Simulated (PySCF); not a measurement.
## Correlation energy of Co (cobalt, neutral)

[Ar] 3d6 4s2 5s1, high-spin 6D determinant (an excited configuration). All numbers are calculated (PySCF 2.14, the non-relativistic Hamiltonian (point nucleus), in aug-cc-pVDZ (7s6p4d2f, 59 functions)). Frozen: [Ar]; 9 electrons correlated.

| level | correlation energy (mhartree) |
| --- | --- |
| CCSD | -169.24 |
| (T) | -4.87 |
| CCSD(T) | -174.11 |

Diagnostics: T1 = 0.019, D1 = 0.0675, largest double amplitude 0.093.

The outer electron is Rydberg-like, and this basis confines it to a smaller radius and binds it less than a complete one would.

Cost of the coupled-cluster step: roughly 5 core-seconds, for 9 correlated electrons.
